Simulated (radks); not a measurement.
Valence configurations of the gallium ion Ga+ (all share [Ar]). All-electron calculation, scalar-relativistic Kohn-Sham, LDA (Slater exchange, Perdew-Wang correlation), spin-unpolarised, spherical densities, finite nucleus; Fermi nuclear charge, rms radius 3.9973 fm. Program: a radial shooting solver on a logarithmic mesh with Libxc functionals. Energies are relative to 3d10 4s2; eigenvalues in eV.

| valence | E (eV) | e(3d) | e(4p) | e(4s) |
|---|---|---|---|---|
| 3d10 4s2 | 0.000 | -27.757 | - | -16.653 |
| 3d10 4p2 | 15.109 | -31.252 | -10.974 | - |
| 3d9 4s2 4p1 | 22.090 | -37.208 | -11.329 | -19.592 |
| 3d8 4s2 4p2 | 52.008 | -47.269 | -13.186 | -22.331 |
| 3d10 4s1 4p1 | 7.451 | -29.562 | -10.194 | -17.748 |
| 3d8 4s1 4p3 | 61.237 | -48.761 | -13.838 | -23.151 |
| 3d10 4s1.5 4p0.5 | 3.700 | -28.674 | -9.765 | -17.215 |
| 3d9 4s1 4p2 | 30.450 | -38.841 | -12.067 | -20.524 |
| 3d9.5 4s1 4p1.5 | 18.024 | -34.117 | -11.148 | -19.158 |
| 3d9 4p3 | 39.000 | -40.387 | -12.745 | - |

NIST lists [Ar] 3d10 4s2 as the ground configuration; this level of theory agrees among the configurations tried. The energies are those of spherical spin-averaged densities, not of single terms.
